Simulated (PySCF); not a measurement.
**Radial density of Hg (mercury, neutral)**

wB97X-V, [Xe] 4f14 5d9 6s2 7s1, high-spin 3D determinant (an excited configuration). Calculation: PySCF 2.14, in aug-cc-pwCVTZ-PP with ECP60MDF (8s8p7d4f3g, 122 functions); a scalar-relativistic core potential. This is the valence pseudo-density: the core potential removes the inner electrons and smooths the orbitals near the nucleus.

| r (bohr) | 4πr²ρ (e/bohr) | 4πr²(ρα − ρβ) |
| --- | --- | --- |
| 0.0457 | 1.845e-05 | 0.0000 |
| 0.0768 | 4.392e-05 | 0.0000 |
| 0.129 | 0.0002145 | 0.0000 |
| 0.217 | 0.004344 | 0.0001 |
| 0.366 | 0.2351 | 0.0057 |
| 0.615 | 7.068 | 0.1793 |
| 1.03 | 17.40 | 0.8735 |
| 1.74 | 6.174 | 0.5098 |
| 2.93 | 1.084 | 0.0297 |
| 4.92 | 0.1486 | 0.0981 |
| 8.28 | 0.1570 | 0.1569 |
| 13.9 | 0.006196 | 0.0062 |

Energies and moments cover only the electrons outside the core potential. Spin-orbit coupling, absent here, splits the open shell strongly. The outer electron is Rydberg-like, and this basis confines it to a smaller radius and binds it less than a complete one would.
